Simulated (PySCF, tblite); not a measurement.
Species: C₄H₉ClSi.
SMILES with atom numbers: `[CH2:1]=[C:2]([Cl:3])[SiH:4]([CH3:5])[CH3:6]` (hydrogens: H7, H8 on C1; H9 on Si4; H10, H11, H12 on C5; H13, H14, H15 on C6)

Cartesian coordinates in Å at the GFN2-xTB level; atoms count from 1:
```xyz
15
C4H9ClSi angstrom
C      2.5629   -0.3104   -0.4525
C      1.3007   -0.1869   -0.8236
Cl     0.9193   -0.1980   -2.5215
Si    -0.2219    0.0169    0.3000
C     -1.4397   -1.3848   -0.0982
C     -1.0028    1.7081   -0.0713
H      3.3784   -0.4203   -1.1495
H      2.8132   -0.3032    0.5938
H      0.2568   -0.0613    1.6889
H     -1.7211   -1.3712   -1.1475
H     -1.0065   -2.3576    0.1132
H     -2.3487   -1.2935    0.4886
H     -0.3215    2.5197    0.1663
H     -1.2642    1.7947   -1.1225
H     -1.9092    1.8558    0.5082
```

Computed with PBE0/def2-SVPD in PySCF (dipole) on a GFN2-xTB geometry, gas phase.

Take the most abundant isotopes and a rigid rotor. The values belong to one conformer with, in the numbering `[CH2:1]=[C:2]([Cl:3])[SiH:4]([CH3:5])[CH3:6]`, C1–C2–Si4–C5 -123°.

Give the principal moments of inertia and the rotational constants in MHz.

Ia = 181.21, Ib = 334.67, Ic = 355.18 u·Å²; 505379 MHz·u·Å²/I gives A = 2789, B = 1510, C = 1423 MHz.

What kind of rotor is it?

An asymmetric top. Ray's parameter κ = (2B − A − C)/(A − C) = -0.872; −1 is the prolate and +1 the oblate limit.

What does the inertial defect say?

Not planar: Δ = Ic − Ia − Ib = -160.70 u·Å². For a rigid frame Δ = −2 Σ m c², so Σ m c² = 80.35 u·Å² lies off the ab plane: 22.10 from hydrogen and 58.25 from heavier atoms. The atom farthest from that plane is 2.43 Å away.

Give the other two planar moments, Paa and Pbb, and the rms extents of the mass along the axes.

Paa = Σ m a² = (Ib + Ic − Ia)/2 = 254.32 and Pbb = Σ m b² = (Ia + Ic − Ib)/2 = 100.86 u·Å². With the mass M = 120.02 u, the rms extents √(P/M) along a, b and c are 1.46, 0.92, 0.82 Å.

List the rotational levels J(Ka,Kc) to J = 2 (cm⁻¹).

Above 0(0,0):
J = 1: 1(0,1) 0.0978, 1(1,1) 0.1405, 1(1,0) 0.1434
J = 2: 2(0,2) 0.2934, 2(1,2) 0.3333, 2(1,1) 0.3420, 2(2,1) 0.4700, 2(2,0) 0.4701

Predict some low-J microwave lines.

The dipole components are |μa| = 1.03 D, |μb| = 0.83 D, |μc| = 0.12 D. The squared components, which scale the intensities, stand as 1.00 : 0.65 : 0.01 (a : b : c). Some lines, for components of 0.1 D or more:

```json
{"type": "c", "branch": "Q", "J(Ka,Kc)": "2(1,2) ← 2(0,2)", "MHz": "1196", "lower level (cm⁻¹)": "0.293"}
{"type": "c", "branch": "Q", "J(Ka,Kc)": "1(1,1) ← 1(0,1)", "MHz": "1279", "lower level (cm⁻¹)": "0.098"}
{"type": "b", "branch": "Q", "J(Ka,Kc)": "1(1,0) ← 1(0,1)", "MHz": "1366", "lower level (cm⁻¹)": "0.098"}
{"type": "b", "branch": "Q", "J(Ka,Kc)": "2(1,1) ← 2(0,2)", "MHz": "1458", "lower level (cm⁻¹)": "0.293"}
{"type": "a", "branch": "R", "J(Ka,Kc)": "1(0,1) ← 0(0,0)", "MHz": "2933", "lower level (cm⁻¹)": "0.000"}
{"type": "c", "branch": "Q", "J(Ka,Kc)": "2(2,1) ← 2(1,1)", "MHz": "3837", "lower level (cm⁻¹)": "0.342"}
{"type": "b", "branch": "Q", "J(Ka,Kc)": "2(2,0) ← 2(1,1)", "MHz": "3841", "lower level (cm⁻¹)": "0.342"}
{"type": "b", "branch": "Q", "J(Ka,Kc)": "2(2,1) ← 2(1,2)", "MHz": "4098", "lower level (cm⁻¹)": "0.333"}
{"type": "b", "branch": "R", "J(Ka,Kc)": "1(1,1) ← 0(0,0)", "MHz": "4212", "lower level (cm⁻¹)": "0.000"}
{"type": "b", "branch": "R", "J(Ka,Kc)": "2(0,2) ← 1(1,1)", "MHz": "4583", "lower level (cm⁻¹)": "0.140"}
{"type": "a", "branch": "R", "J(Ka,Kc)": "2(1,2) ← 1(1,1)", "MHz": "5779", "lower level (cm⁻¹)": "0.140"}
{"type": "a", "branch": "R", "J(Ka,Kc)": "2(1,1) ← 1(1,0)", "MHz": "5953", "lower level (cm⁻¹)": "0.143"}
{"type": "b", "branch": "R", "J(Ka,Kc)": "2(1,2) ← 1(0,1)", "MHz": "7058", "lower level (cm⁻¹)": "0.098"}
{"type": "c", "branch": "R", "J(Ka,Kc)": "2(1,1) ← 1(0,1)", "MHz": "7319", "lower level (cm⁻¹)": "0.098"}
{"type": "b", "branch": "R", "J(Ka,Kc)": "2(2,1) ← 1(1,0)", "MHz": "9790", "lower level (cm⁻¹)": "0.143"}
{"type": "c", "branch": "R", "J(Ka,Kc)": "2(2,0) ← 1(1,0)", "MHz": "9794", "lower level (cm⁻¹)": "0.143"}
{"type": "c", "branch": "R", "J(Ka,Kc)": "2(2,1) ← 1(1,1)", "MHz": "9877", "lower level (cm⁻¹)": "0.140"}
{"type": "b", "branch": "R", "J(Ka,Kc)": "2(2,0) ← 1(1,1)", "MHz": "9881", "lower level (cm⁻¹)": "0.140"}
```

Its GFN2-xTB frequencies are all real (lowest 31 cm⁻¹). No vibrational averaging or centrifugal distortion is included, and the geometry carries the error of its method. A rigid rotor knows nothing of internal rotation, which can split or shift real lines. Quadrupole hyperfine structure (35Cl) is left out.

The run took 61 s on one thread of an Arm Neoverse N1, no GPU (shared host), and the process peaked at 0.82 GiB of memory. This is the PBE0/def2-SVPD job that gave the dipole, with the excitations it also computed.
